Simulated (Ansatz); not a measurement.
SnH2(NHEt)2 (C₄H₁₄N₂Sn), relaxed as a singlet with RKS PBE-D4/def2-SVP in Ansatz, starting from the GFN2-xTB geometry. Force threshold 0.02 eV/Å.

In the def2 sets Sn takes a core potential; there is no spin–orbit coupling.

Start:

```xyz
21

Sn    0.232   -0.469   -0.210
H     1.050   -1.811    0.428
H     0.120   -0.720   -1.886
N     1.224    1.111    0.538
C     2.622    1.348    0.258
C     2.901    1.870   -1.144
H     0.708    1.976    0.428
H     2.990    2.070    0.995
H     3.159    0.412    0.413
H     2.585    1.135   -1.882
H     3.963    2.060   -1.274
H     2.354    2.793   -1.319
N    -1.650   -0.031    0.353
C    -2.768   -0.882    0.017
C    -2.838   -2.180    0.810
H    -1.710    0.237    1.328
H    -3.684   -0.305    0.181
H    -2.706   -1.111   -1.048
H    -1.947   -2.776    0.621
H    -3.712   -2.755    0.518
H    -2.894   -1.971    1.875
```

Estimate the energy that the relaxation releases and the steps that it takes.

0.25 eV, in 11 steps; 17 s on 2 threads of AMD EPYC 7R13 on a shared host and a share (18 GiB) of an NVIDIA H100 80GB HBM3. No frequencies were taken in this run, so the end may be a saddle point.

Does the start keep its bonding and symmetry?

By distances, no bond broke or formed. The bond that changes most is Sn1–N4, from 2.01 to 2.06 Å (atoms count from 1).

Predict the relaxed structure.


Cartesian coordinates in Å:
```
Sn 0.179 -0.377 -0.224
H 1.220 -1.622 0.407
H -0.189 -0.620 -1.908
N 1.128 1.351 0.378
C 2.572 1.500 0.261
C 3.114 1.745 -1.154
H 0.631 2.193 0.064
H 2.902 2.335 0.923
H 3.052 0.588 0.683
H 2.878 0.893 -1.827
H 4.216 1.883 -1.154
H 2.660 2.656 -1.600
N -1.683 -0.080 0.606
C -2.831 -0.868 0.180
C -2.888 -2.313 0.692
H -1.646 0.019 1.628
H -3.764 -0.338 0.489
H -2.856 -0.873 -0.933
H -2.014 -2.899 0.333
H -3.808 -2.833 0.352
H -2.874 -2.342 1.802
```
Bond lengths: 2 × C–N 1.46 Å; 2 × C–C 1.53 Å; 2 × N–Sn 2.06 Å; 10 × C–H 1.11 to 1.12 Å; 2 × H–Sn 1.74 Å; 2 × H–N 1.03 Å.
